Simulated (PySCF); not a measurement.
Structure with atom numbers: `[BH2:1][NH:2][BH:3][C:4]([CH3:5])([CH3:6])[CH3:7]`; H(Xn) means a hydrogen on atom n.

One conformer, no relativistic terms, rapidly exchanging positions averaged, in vacuum. Coordinates at the PBE0-D3(BJ)/def2-SVP level; shielding tensors at HF/pcSseg-1 (GIAO); PySCF 2.14.0 with density-fitted response routines.

Chemical shifts δ = σref − σ; TMS for ¹³C (σ = 190.85 ppm) and ¹H (σ = 31.69 ppm); ¹¹B (σ = 115.29 ppm) against BF3·OEt2; NH3 for ¹⁵N (σ = 265.72 ppm), all at this level.

```json
{"atoms": "B3", "nucleus": "¹¹B", "count": "1", "δ (ppm)": "56.4"}
{"atoms": "H(C5)/H(C6)/H(C7)", "nucleus": "¹H", "count": "9", "δ (ppm)": "0.88"}
{"atoms": "H(B3)", "nucleus": "¹H", "count": "1", "δ (ppm)": "5.09"}
{"atoms": "C4", "nucleus": "¹³C", "count": "1", "δ (ppm)": "15.1"}
{"atoms": "B1", "nucleus": "¹¹B", "count": "1", "δ (ppm)": "?"}
{"atoms": "H(B1)", "nucleus": "¹H", "count": "2", "δ (ppm)": "?"}
{"atoms": "H(N2)", "nucleus": "¹H", "count": "1", "δ (ppm)": "6.21"}
{"atoms": "N2", "nucleus": "¹⁵N", "count": "1", "δ (ppm)": "?"}
{"atoms": "C5/C6/C7", "nucleus": "¹³C", "count": "3", "δ (ppm)": "24.7"}
```

Question: Complete the table.

Answer: 
- H(B1): 5.15 ppm, hydrogen on a boron bonded to N
- B1: 50.9 ppm, boron bonded to N, 2 H
- N2: 160.5 ppm, nitrogen bonded to 2 B, H

The OH or NH signal is concentration- and solvent-dependent in practice; the value given is the gas-phase one. Hydrogens on boron are broadened and split by ¹¹B (spin 3/2, 80 %) and 10B (spin 3). A carbon bonded to boron is broadened by the quadrupolar boron nucleus and is often missing from a measured spectrum. Shifts are as computed. Against solution values, carbons near 30 ppm lie about -0 ppm off and those near 130 ppm about +7 ppm. Of 1313 compounds with measured shifts, 239 miss one by over three times the rms of a fit or turn the order of signals round; such compounds aren't used in these exercises. Experimental scales use liquid or dissolved standards, which lie at an offset from isolated NH3 (liquid NH3: subtract about 20 ppm). Unscaled 15N shifts of sp2 nitrogen come out 20 to 40 ppm too high even then.
